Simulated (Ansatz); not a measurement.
Consider the ligand exchange at the Si–C bond: `CSC([SiH3])S` + `N=C[SeH]` → `[SiH3]/N=C\[SeH]` + `CSCS`.

Program: Ansatz. Geometries: PBE0-D4/def2-TZVP. ΔE: electronic, gas phase. CCSD(T)/CBS adds triple-zeta CCSD(T) − MP2 to the extrapolated MP2 energy (def2 sets, frozen cores). DFT in def2-TZVPP. For Se outer-core shells are correlated without core-valence functions, which leaves a few kJ/mol of doubt a bond. Scalar relativity is left out up to krypton. Each species was taken in one conformer, which may not be the lowest.

```json
{"level": "PBE0-D4", "ΔE (kJ/mol)": "-54.4"}
{"level": "ωB97M-V", "ΔE (kJ/mol)": "-52.7"}
{"level": "B2PLYP", "ΔE (kJ/mol)": "-63.1"}
{"level": "MP2/def2-QZVPP", "ΔE (kJ/mol)": "-55.9"}
```

**Question.** What does CCSD(T)/CBS give? (Estimate.)

**Answer.** Computed: -53.9 kJ/mol. The listed levels differ from it by -0.5, 1.2, -9.2, -2.0 kJ/mol.

Largest T1 diagnostic among the species: 0.013.

In def2-TZVPP, CCSD(T) changes the Hartree–Fock value by +15.8 kJ/mol (the triples alone add +1.0 kJ/mol) and MP2 by +13.8 kJ/mol. The D4 term adds +4.8 kJ/mol with B3LYP and +2.7 kJ/mol with PBE0; it sums over pairs of atoms, weighted by their polarisabilities, and B3LYP, whose exchange is more repulsive, gets the larger term.

B3LYP here is the variant with VWN-RPA as its local correlation; programs differ in this.
